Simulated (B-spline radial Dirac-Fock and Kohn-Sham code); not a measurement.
Method: ΔSCF Dirac-Fock with Breit, self-energy and vacuum polarisation, finite nucleus, configuration average. Computed with an atomic code on a B-spline grid. Correlation and solid-state effects are left out.

Q: An atom or ion in its tabulated ground configuration has these computed binding energies (the last is its least bound level). Which is it?

```csv
level,binding energy (eV)
1s,7448.1
2s,1177.4
2p3/2,1038.0
3s,361.5
3p,324.0
```

A: Fe¹¹⁺: Z = 26 with 15 electrons, [Ne] 3s2 3p3. The hydrogen-like estimate √(E/Ry) = 23.4 for the K level lies 2.6 below Z; the outermost level, at 324.0 eV, fixes the charge.

Q: An atom or ion in its tabulated ground configuration has these computed binding energies (the last is its least bound level). Which is it?

```
level  binding energy (eV)
    K              85581.6
   L2              14754.8
   M1               3768.3
   N2                783.7
   O1                194.9
   N6                177.3
 O4,5                65.90
```

A: Tl⁴⁺: Z = 81 with 77 electrons, [Xe] 4f14 5d9. The hydrogen-like estimate √(E/Ry) = 79.3 for the K level lies 1.7 below Z (screening lowers it, relativity raises it); the outermost level, at 65.90 eV, fixes the charge.
